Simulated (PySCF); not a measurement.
**LiSb and its ions**

UHF-CCSD(T); PySCF, scalar-relativistic core potentials, basis sets Li def2-SVP, Sb def2-SVP with ECP28. Neutral (UHF): triplet (π ↑↑), Re = 2.671 Å, ωe = 371 cm⁻¹, De = 1.09 eV.

LiSb⁺ (UHF): quartet (σ ↑, π ↑↑), Re = 3.027 Å, ωe = 191 cm⁻¹, De = 0.39 eV to Li⁺ + Sb. The energies at the minima are -246.82050 hartree for LiSb and -246.60169 for LiSb⁺.

Question: Work out the adiabatic ionisation energy, without and with harmonic zero-point energies (1 hartree = 27.2114 eV, 1 eV = 8065.5 cm⁻¹), and the change of the bond length.

Answer: At UHF-CCSD(T): 0.21881 hartree = 5.954 eV between the minima; the zero-point term (191.0 − 371.0)/2 cm⁻¹ = -0.011 eV makes it 5.943 eV. Re changes by +35.6 pm against the neutral. The electron leaves a σ orbital, and the ion is left as a loose complex of an ion and an atom.

Correlated steps freeze 4 core orbitals. Weak bonds: LiSb⁺. Basis-set superposition, not corrected here, can be much of De in a small basis, most of all at correlated wavefunction levels. These are scalar-relativistic numbers at best; spin–orbit coupling would shift them, the dissociation energy most. For an ion De counts to the pair picked by the measured ionisation energies or electron affinities, which need not be the lowest pair at this level. States were picked by a PBE0 search and need not be the measured ground states.
